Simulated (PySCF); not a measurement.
A side-by-side comparison of computed properties.

First species: C3H14Ge2OSi.
SMILES: `CC(C)[O][GeH2][GeH2][SiH3]`

Second species: Si(vinyl)2(OAc)2, C₈H₁₂O₄Si.
SMILES: `C=C[Si](C=C)(OC(C)=O)OC(C)=O`

Levels: CAM-B3LYP/def2-SVPD for HOMO energy, LUMO energy, HOMO–LUMO gap and static isotropic polarisability; TDDFT CAM-B3LYP/def2-SVPD for lowest singlet excitation; TDA CAM-B3LYP/def2-SVPD for lowest triplet excitation (Tamm–Dancoff). Geometries: PBE0-D3(BJ)/def2-SVP. Each species is one conformer at its optimised geometry, gas phase, non-relativistic unless stated; the electronic structure was computed with PySCF and density fitting.

The conformers computed, where there is a choice (atom-mapped SMILES and torsion angles):
- `[CH3:1][CH:2]([CH3:3])[O:4][GeH2:5][GeH2:6][SiH3:7]`: C1–C2–O4–Ge5 82°, C2–O4–Ge5–Ge6 174°, O4–Ge5–Ge6–Si7 2°

```csv
property,column X,column Y
HOMO energy,-8.88 eV,-9.35 eV
LUMO energy,0.48 eV,0.28 eV
HOMO–LUMO gap,9.36 eV,9.63 eV
lowest singlet excitation,6.34 eV,5.80 eV
lowest triplet excitation (Tamm–Dancoff),5.70 eV,4.18 eV
static isotropic polarisability,137.5 au,129.1 au
```

(1) Which column belongs to which species?

(2) How does each property change from the first species to the second?

## Answers

(1) Column X is the first species and column Y the second. The first has 21 atoms and 118 electrons, the second 25 and 106.

(2) HOMO energy -0.47 eV; LUMO energy -0.20 eV; HOMO–LUMO gap +0.27 eV; lowest singlet excitation -0.54 eV; lowest triplet excitation (Tamm–Dancoff) -1.52 eV; static isotropic polarisability -8.4 au.

On the first: The principal polarisabilities are 115.4, 142.7 and 154.5 au; their mean is the isotropic value. No computed singlet falls in the visible range (750 to 380 nm, 1.65 to 3.26 eV); S1 lies 3.08 eV above its blue end. The calculation is non-relativistic and has no spin–orbit coupling, an omission that weighs most on germanium.

On the second: The vertical singlet–triplet gap S1 − T1 is 1.62 eV (TDDFT singlet less Tamm–Dancoff triplet). In wavenumbers S1 is 46800 cm⁻¹ (1 eV = 8065.54 cm⁻¹).
